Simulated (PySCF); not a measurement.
Correlation energy of Te⁺ (tellurium, charge +1)

[Kr] 4d10 5s2 5p3, high-spin 4S determinant. Computed with PySCF 2.14 in cc-pVDZ-PP with ECP28MDF (4s3p2d, 23 functions), with scalar relativity through the core potential. Frozen: 4s2 4p6 4d10; 5 electrons correlated.

MP2 pair energies summed by pair of shells (mhartree):

```json
{"pair": "5s-5p", "energy": "-30.95", "share (%)": "65.8"}
{"pair": "5p-5p", "energy": "-10.97", "share (%)": "23.3"}
{"pair": "5s-5s", "energy": "-5.14", "share (%)": "10.9"}
```

Total MP2 correlation energy: -47.07 mhartree.

Same-spin part -12.67 and opposite-spin part -34.40 mhartree; SCS-MP2 scales them by 1/3 and 6/5 to -45.50 mhartree.

| level | correlation energy (mhartree) |
| --- | --- |
| CCSD | -59.89 |
| (T) | -0.53 |
| CCSD(T) | -60.42 |

Diagnostics: T1 = 0.0021, D1 = 0.0043, largest double amplitude 0.060.

Problem. Is a single reference adequate?

Solution. Yes, within this model without spin-orbit coupling: T1 lies below 0.03 and no double amplitude reaches 0.07.
